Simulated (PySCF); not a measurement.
F$_{4}$Ge (SMILES [F][Ge]([F])([F])[F]), singlet, geometry from GFN2-xTB. Base run: PySCF with CAMB3LYP/def2-SVP.

The PySCF input:
```python
from pyscf import gto, scf, dft

mol = gto.M(
    atom='''
F     1.28249365   -1.06843622   -0.11172530
Ge   -0.00000000   -0.00000000   -0.00000000
F     0.58041552    1.56903814    0.00809899
F    -1.01772117   -0.21135552   -1.31087792
F    -0.84518800   -0.28924641    1.41450423
''',
    basis='def2-svp',
    verbose=4,
)

mf = dft.RKS(mol)
mf.xc = 'camb3lyp'
mf.kernel()
```

The base run was repeated with changes; each row names its change, and settings that it needs were set with it.

| change | ΔE vs base (mEh) | grid points | electrons on the grid | outcome |
|---|---|---|---|---|
| base | 0.000 | 77688 | 68.00001 | converged |
| grids.level = 4 | 0.008 | 145536 | 68.00001 | converged |
| grids.prune = dft.gen_grid.sg1_prune | - | - | - | input refused |
| grids.atom_grid = (50, 194) | 0.296 | 32504 | 67.99935 | converged |
| grids.level = 0 | 43.781 | 6792 | 67.98894 | converged |
| grids.level = 1 | 0.220 | 28616 | 67.99935 | converged |
| grids.prune = off | 0.000 | 129664 | 68.00001 | converged |
| grids.radi_method = mura_knowles | 0.000 | 74248 | 68.00001 | converged |
| grids.level = 5 | 0.009 | 220248 | 68.00000 | converged |
| grids.becke_scheme = stratmann | 0.004 | 77688 | 68.00000 | converged |
| grids.atom_grid = (30, 110) | 0.548 | 12288 | 67.99790 | converged |

- grids.prune = dft.gen_grid.sg1_prune: ended with `IndexError: index 32 is out of bounds for axis 0 with size 19`
